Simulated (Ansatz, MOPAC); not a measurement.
Species: CaCl (charge 0, doublet). SMILES: [Cl][Ca]

Atoms: Ca1, Cl2. Bonds: Ca1-Cl2.

Bond lengths (Å) and angles (degrees) optimised at AM1 with MOPAC; HF/3-21G with Ansatz (a program for electronic structure); B3LYP/LANL2DZ with Ansatz, each started from the B3LYP-D3(BJ)/def2-TZVP structure (Ansatz) of the last column. A row stands for all coordinates that are equal there.

| coordinate | AM1 | HF/3-21G | B3LYP/LANL2DZ | B3LYP-D3(BJ)/def2-TZVP |
|---|---|---|---|---|
| Ca1-Cl2 | 2.486 | 2.683 | 2.659 | 2.444 |

Mean signed difference of all 1 bond lengths from B3LYP-D3(BJ)/def2-TZVP: AM1 0.042 Å, HF/3-21G 0.239 Å, B3LYP/LANL2DZ 0.214 Å.
